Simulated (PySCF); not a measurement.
`C=C1[C@@H](CBr)[C@@]1(F)C#N`, C6H5BrFN

Molfile (atoms numbered from 1):
```
C6H5BrFN
     RDKit          3D

 14 14  0  0  0  0  0  0  0  0999 V2000
   -0.9579    1.9411    0.1248 C   0  0  0  0  0  0  0  0  0  0  0  0
   -0.4654    0.8028   -0.2857 C   0  0  0  0  0  0  0  0  0  0  0  0
    0.6806   -0.0825   -0.5147 C   0  0  1  0  0  0  0  0  0  0  0  0
    1.4196   -0.7044    0.6366 C   0  0  0  0  0  0  0  0  0  0  0  0
    2.6557    0.5984    1.4146 Br  0  0  0  0  0  0  0  0  0  0  0  0
   -0.7489   -0.5403   -0.8438 C   0  0  2  0  0  0  0  0  0  0  0  0
   -1.0659   -0.6443   -2.1733 F   0  0  0  0  0  0  0  0  0  0  0  0
   -1.3811   -1.5205   -0.0230 C   0  0  0  0  0  0  0  0  0  0  0  0
   -1.8719   -2.2889    0.6678 N   0  0  0  0  0  0  0  0  0  0  0  0
   -0.3153    2.7181    0.5069 H   0  0  0  0  0  0  0  0  0  0  0  0
   -2.0157    2.1441    0.0928 H   0  0  0  0  0  0  0  0  0  0  0  0
    1.2963    0.1325   -1.3839 H   0  0  0  0  0  0  0  0  0  0  0  0
    2.0249   -1.5534    0.3207 H   0  0  0  0  0  0  0  0  0  0  0  0
    0.7443   -1.0032    1.4381 H   0  0  0  0  0  0  0  0  0  0  0  0
  1  2  2  0
  2  3  1  0
  3  4  1  0
  4  5  1  0
  3  6  1  0
  6  7  1  6
  6  8  1  0
  8  9  3  0
  6  2  1  0
  1 10  1  0
  1 11  1  0
  3 12  1  6
  4 13  1  0
  4 14  1  0
M  END
```

Level of theory: GIAO HF/ANO-RCC-VDZP magnetisability, rotational g tensor and spin-rotation constants, non-relativistic, gas phase in PySCF 2.14.0. Geometry: GFN2-xTB.

The calculation is non-relativistic, which matters for the atoms heavier than Zn.

**Question.** Give the nuclear spin-rotation constants along the inertial axes (H = +C I·J) beside the isotropic shieldings.

**Answer.** Rotational constants 2.0458, 0.5628, 0.5171 GHz. A star marks the isotopologue with that one atom substituted, in its own axes.
| atom | isotope | Caa (kHz) | Cbb (kHz) | Ccc (kHz) | mean (kHz) | σ (ppm) |
| --- | --- | --- | --- | --- | --- | --- |
| Br5 | 79Br | 0.352 | 0.640 | 0.773 | 0.588 | 2614.3 |
| F7 | 19F | 0.670 | 0.085 | 0.199 | 0.318 | 422.7 |
| N9 | 14N | 0.412 | 0.057 | 0.095 | 0.188 | -41.3 |
| H10 | 1H | 0.092 | -0.038 | -0.051 | 0.001 | 25.6 |
| H11 | 1H | 0.030 | -0.051 | -0.024 | -0.015 | 25.6 |
| H12 | 1H | -0.207 | -0.052 | -0.002 | -0.087 | 29.6 |
| H13 | 1H | -0.228 | -0.025 | -0.009 | -0.087 | 28.4 |
| H14 | 1H | -0.211 | -0.041 | -0.006 | -0.086 | 29.1 |
| C1 | 13C* | 0.854 | 0.116 | 0.104 | 0.358 | 79.2 |
| C2 | 13C* | 0.860 | 0.136 | 0.126 | 0.374 | 62.8 |
| C3 | 13C* | 0.298 | 0.075 | 0.074 | 0.149 | 168.9 |
| C4 | 13C* | 0.292 | 0.083 | 0.095 | 0.157 | 156.7 |
| C6 | 13C* | 0.415 | 0.116 | 0.075 | 0.202 | 138.0 |
| C8 | 13C* | 0.802 | 0.070 | 0.160 | 0.344 | 80.1 |

For the geometry as given, no vibrational averaging.
